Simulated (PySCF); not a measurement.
**From computed data to an observable: entropy of an ideal gas**

C3H3, SMILES [CH]1[CH][CH]1 (connectivity only; charge and spin as stated), neutral, multiplicity 2.

Coordinates come from a B3LYP-D3(BJ)/def2-TZVP optimisation.

B3LYP-D3(BJ)/def2-TZVP in PySCF gives the harmonic wavenumbers 610, 692, 885, 917, 974, 983, 1040, 1236, 1663, 3063, 3244, 3288 cm⁻¹ and the rotational temperatures 1.5431, 1.2878, 0.7220 K. The molar mass is 39.06 g/mol, the symmetry number 1, the spin multiplicity 2.

Work out the entropy at 298.15 K and 1 atm in the rigid-rotor, harmonic-oscillator model.


Translation (Sackur–Tetrode at 1 atm): S = R[1.5 ln M + 2.5 ln T − 1.16487] = 154.5 J/(mol K).
Rotation: q = (√π/σ) T^1.5/√(θA θB θC) = 7620, S = R[ln q + 3/2] = 86.8 J/(mol K).
Vibration: with u = 1.4388 ν/T, each mode gives R[u/(e^u − 1) − ln(1 − e^−u)]:
```json
[
 {"ν (cm⁻¹)": "610", "modes": "1", "u": "2.94", "S (J/(mol K))": "1.81"},
 {"ν (cm⁻¹)": "692", "modes": "1", "u": "3.34", "S (J/(mol K))": "1.32"},
 {"ν (cm⁻¹)": "885", "modes": "1", "u": "4.27", "S (J/(mol K))": "0.62"},
 {"ν (cm⁻¹)": "917", "modes": "1", "u": "4.43", "S (J/(mol K))": "0.55"},
 {"ν (cm⁻¹)": "974", "modes": "1", "u": "4.70", "S (J/(mol K))": "0.43"},
 {"ν (cm⁻¹)": "983", "modes": "1", "u": "4.74", "S (J/(mol K))": "0.42"},
 {"ν (cm⁻¹)": "1040", "modes": "1", "u": "5.02", "S (J/(mol K))": "0.33"},
 {"ν (cm⁻¹)": "1236", "modes": "1", "u": "5.96", "S (J/(mol K))": "0.15"},
 {"ν (cm⁻¹)": "1663", "modes": "1", "u": "8.03", "S (J/(mol K))": "0.02"}
]
```
The stiffer modes add less than 0.005 each. Sum 5.7 J/(mol K).
Spin: R ln 2 = 5.8 J/(mol K).
Total 252.7 J/(mol K); the program's own thermochemistry gives 252.7. Translation makes up 61 % and vibration 2 %. Anharmonicity, hindered rotation and orbital degeneracy are left out.
